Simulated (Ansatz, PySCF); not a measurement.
C₂H₇OSi, SMILES C[SiH]([O])C (connectivity only; charge and spin as stated), charge -1, multiplicity 1.

The structure is a stationary point at B3LYP-D3(BJ)/def2-SVPD. The spin state was assumed, not searched. The isomer is the one that the SMILES or the coordinates give; other isomers of the formula were not compared.

Estimates of the vertical detachment energy (IE) of the anion in eV. Rows of orbital energies are one-electron estimates, which approximate functionals can put far too low.

```tsv
level	IE
−ε(HOMO), −ε(LUMO), CAM-B3LYP/def2-SVPD (PySCF)	2.66
−ε(HOMO), −ε(LUMO), PBE/def2-SVPD (PySCF)	…
ΔSCF, CAM-B3LYP/def2-TZVPD (Ansatz), final states of multiplicity 2	3.35
ΔSCF, PBE/def2-TZVPD (Ansatz), final states of multiplicity 2	3.19
```

**Question.** What belongs in the gaps? (The exact figures need the calculation; the answer reports its results.)

**Answer.** 
- −ε(HOMO), −ε(LUMO), PBE/def2-SVPD (PySCF), IE: -0.10

**Question.** What vertical singlet–triplet gap does ΔSCF give with CAM-B3LYP/def2-TZVPD (Ansatz, a quantum-chemistry and plane-wave program) and with PBE/def2-TZVPD (Ansatz)? (The exact figures need the calculation; the answer reports its results.)

**Answer.** 4.58 and 4.14 eV (triplet above singlet where positive).
